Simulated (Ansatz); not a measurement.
C3H7N, SMILES `C1CNC1` (charge 0, multiplicity 1).

Z-matrix (Å, degrees):
```
C
H 1 1.0888
H 1 1.0899 2 109.66
C 1 1.5365 2 117.78 3 -129.81
H 4 1.0930 1 117.98 2 104.14
H 4 1.0986 5 108.79 1 128.45
N 4 1.4717 5 114.81 6 129.14
H 7 1.0117 4 115.85 5 -100.49
C 7 1.4717 8 115.85 4 104.10
H 9 1.0930 7 114.81 8 100.49
H 9 1.0986 10 108.79 7 129.14
```
Charge 0, multiplicity 1.

Frozen-core energies in 6-31g from Ansatz (a quantum-chemistry and plane-wave program) at a geometry from PBE0-D3(BJ)/def2-TZVP; the HF reference has <S^2> = 0.00 and the T1 diagnostic is 0.007.

| level | energy (Ha) |
|---|---|
| HF | -171.99549 |
| MP2 | -172.37220 |
| CCSD | -172.41493 |
| CCSD(T) | -172.42482 |

### Question
Estimate the energies of CCSDT and CCSDT(Q), and give each level's difference from CCSDT(Q).

### Answer

```tsv
level	energy (Ha)	difference from CCSDT(Q) (mHa)
MP2	-172.37220	54.04
CCSD	-172.41493	11.30
CCSD(T)	-172.42482	1.42
CCSDT	-172.42540	0.84
CCSDT(Q)	-172.42624	0.00
```
